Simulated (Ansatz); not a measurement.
Geometry optimisation, Ansatz, RKS B3LYP-D4/def2-SVP.

Input:

```yaml
crystal:
  periodic: [false, false, false]
  atoms:
    - { symbol: B, position_ang: [0.021463, -0.462126, -0.370825] }
    - { symbol: F, position_ang: [0.002719, 0.217377, 2.05059] }
    - { symbol: H, position_ang: [1.079959, 0.058763, -0.564488] }
    - { symbol: H, position_ang: [-1.06581, -0.002655, -0.560839] }
    - { symbol: Br, position_ang: [0.077727, -2.407686, 0.112936] }
    - { symbol: H, position_ang: [0.028641, -0.686873, 2.254925] }
basis:
  gaussian: { orbitals: def2-SVP }
hamiltonian:
  xc: b3lyp
  dispersion: d4
relax:
  f_tol: 0.03
  max_steps: 50
output:
  orbitals: {}
```

Run as:

```bash
$ ansatz run input.yaml --threads 1 --pin off --max-ram 2048MiB --backend cpu --events-out ev --progress --plain --runs-dir out
```

Problem. Where does it end, and by what steps?

Solution. The run converged. After 7 steps the energy has fallen by 0.084 eV; F2 moved furthest, 0.34 Å.

```tsv
step	energy less start (eV)	largest force component (eV/Å)	accepted
0	0.0000	1.025	yes
1	-0.0539	0.224	yes
2	-0.0638	0.313	yes
3	-0.0729	0.635	yes
4	-0.0802	0.229	yes
5	-0.0829	0.133	yes
6	-0.0835	0.073	yes
7	-0.0838	0.015	yes
```

```xyz
6
Properties=species:S:1:pos:R:3
B 0.020 -0.417 -0.157
F 0.005 0.140 1.724
H 1.065 0.075 -0.469
H -1.052 0.014 -0.468
Br 0.076 -2.357 0.224
H 0.030 -0.737 2.067
```

Whether the end is a true minimum wasn't checked by a vibrational analysis.

Run time: 8.4 s on 1 thread of AMD EPYC 9R45 96-Core Processor (Zen 5), with other jobs on the host, peak memory 0.17 GiB.
